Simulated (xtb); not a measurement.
H₃AlO₃, charge +1, doublet, at a GFN2-xTB geometry of the parent state (such geometries of metal compounds can be far from the true shape) (a state made from the parent by changing its charge; the spin is typed, not shown lowest); xtb with GFN0-xTB.

Input for xtb:
```
$ xtb mol.xyz --gfn 0 --chrg 1 --uhf 1 --json

# file mol.xyz
7

Al    -0.00000000    -0.00000000    -0.00000000
O     -1.08597176    -1.25217867     0.07815260
H     -1.93325027    -1.43797965    -0.30182312
O     -0.33424217     1.33110871    -0.93264447
H      0.10698534     2.14443421    -1.13414960
O      1.42021393    -0.07893003     0.85449188
H      1.82626493    -0.70645456     1.43597272
```

The log (banner, timings and long lists left out):

```
   ID    Z sym.   atoms
    1   13 Al     1
    2    8 O      2, 4, 6
    3    1 H      3, 5, 7

           -------------------------------------------------
          |                Calculation Setup                |
           -------------------------------------------------

           -------------------------------------------------
          |                 G F N 0 - x T B                 |
           -------------------------------------------------

          ...................................................
          :                      SETUP                      :
          :.................................................:
          :  # basis functions                  28          :
          :  # atomic orbitals                  27          :
          :  # shells                           15          :
          :  # electrons                        23          :
          :  electronic temp.          300.0000000     K    :
          :  accuracy                    1.0000000          :
          :  -> integral cutoff          0.2500000E+02      :
          :  -> integral neglect         0.1000000E-07      :
          ...................................................

         :::::::::::::::::::::::::::::::::::::::::::::::::::::
         ::                     SUMMARY                     ::
         :::::::::::::::::::::::::::::::::::::::::::::::::::::
         :: total energy             -10.898192926473 Eh    ::
         :: gradient norm              0.021971799245 Eh/a0 ::
         :: HOMO-LUMO gap              5.408973058798 eV    ::
         ::.................................................::
         :: H0 energy                -12.293465846686 Eh    ::
         :: repulsion energy           0.097219574903 Eh    ::
         :: electrostat energy         1.299040616812 Eh    ::
         :: -> Gsolv                   0.000000000000 Eh    ::
         ::    -> Gsasa                0.000000000000 Eh    ::
         ::    -> Gshift               0.000000000000 Eh    ::
         :: dispersion energy         -0.000987271502 Eh    ::
         :: short-range corr.          0.000000000000 Eh    ::
         :: add. restraining           0.000000000000 Eh    ::
         :: total charge               1.000000000000 e     ::
         :::::::::::::::::::::::::::::::::::::::::::::::::::::

           -------------------------------------------------
          |                Property Printout                |
[...]
        20                          0.0106757               0.2905
        21                          0.0106757               0.2905
        22                          0.1400931               3.8121
        23                          0.2247616               6.1161
       ...                                ...                  ...
        27                          1.0143516              27.6019
      -------------------------------------------------------------
                  HL-Gap            0.1987761 Eh            5.4090 eV
             Fermi-level            0.0000000 Eh            0.0000 eV

     #   Z          covCN         q      C6AA      α(0)
     1  13 Al       2.214     0.541   165.222    27.401
     2   8 O        1.541    -0.330    19.482     5.965
     3   1 H        0.809     0.483     0.357     0.938
     4   8 O        1.541    -0.330    19.482     5.965
     5   1 H        0.809     0.483     0.357     0.938
     6   8 O        1.541    -0.330    19.482     5.965
     7   1 H        0.809     0.483     0.357     0.938

 Mol. C6AA /au·bohr⁶  :        743.730714
 Mol. C8AA /au·bohr⁸  :      35238.604392
 Mol. α(0) /au        :         48.112582

Wiberg/Mayer (AO) data.
largest (>0.10) Wiberg bond orders for each atom

 ---------------------------------------------------------------------------
     #   Z sym  total        # sym  WBO       # sym  WBO       # sym  WBO
 ---------------------------------------------------------------------------
     1  13 Al   2.878 --     2 O    0.953     6 O    0.953     4 O    0.953
     2   8 O    2.046 --     3 H    0.968     1 Al   0.953
     3   1 H    0.975 --     2 O    0.968
     4   8 O    2.046 --     5 H    0.968     1 Al   0.953
     5   1 H    0.975 --     4 O    0.968
     6   8 O    2.046 --     7 H    0.968     1 Al   0.953
     7   1 H    0.975 --     6 O    0.968
 ---------------------------------------------------------------------------

Topologies differ in total number of bonds
Writing topology from bond orders to xtbtopo.mol

 dipole moment from electron density (au)
     X       Y       Z
   0.0000   0.0000  -0.0000  total (Debye):    0.000

           -------------------------------------------------
          | TOTAL ENERGY              -10.898192926473 Eh   |
          | GRADIENT NORM               0.021971799245 Eh/α |
          | HOMO-LUMO GAP               5.408973058798 eV   |
           -------------------------------------------------

normal termination of xtb
```
